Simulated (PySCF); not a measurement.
Isomers of C8H15NSi, from PBE0-D3(BJ)/def2-SVP geometry optimisation, gas phase (PySCF 2.14.0). One conformer each, no zero-point energy, no frequencies.

Problem. Which isomer lies lowest at this level?
A. `[CH2:1]=[CH:2][CH2:3][N:4]([CH3:5])[Si@@H:6]([CH3:7])[C:8]#[C:9][CH3:10]` with C1–C2–C3–N4 -124°, C2–C3–N4–C5 68°, C3–N4–Si6–C7 161°: A = 1590, B = 543.3, C = 455.7 MHz, dipole 1.41 D
B. Si(vinyl)3(NHEt) (`CCN[Si](C=C)(C=C)C=C`): A = 1077, B = 841.5, C = 768.4 MHz, dipole 0.61 D
C. Si(vinyl)3(NMe2), `C(=C)[Si](C=C)(C=C)N(C)C`: A = 1085, B = 968.9, C = 840.4 MHz, dipole 0.27 D

Solution. B. That is Si(vinyl)3(NHEt), `[Si](C=C)(C=C)(C=C)NCC`, 7.4 kcal/mol below the next.

| SMILES | mapped SMILES | E (Eh) | relative (kcal/mol) | relative (kJ/mol) | dipole (D) |
| --- | --- | --- | --- | --- | --- |
| C=C[Si](C=C)(C=C)NCC | – | -657.18152 | 0.0 | 0.0 | 0.61 |
| C=C[Si](C=C)(C=C)N(C)C | – | -657.16969 | 7.4 | 31.1 | 0.27 |
| C=CCN(C)[Si@@H](C)C#CC | [CH2:1]=[CH:2][CH2:3][N:4]([CH3:5])[Si@@H:6]([CH3:7])[C:8]#[C:9][CH3:10] | -657.16822 | 8.3 | 34.9 | 1.41 |
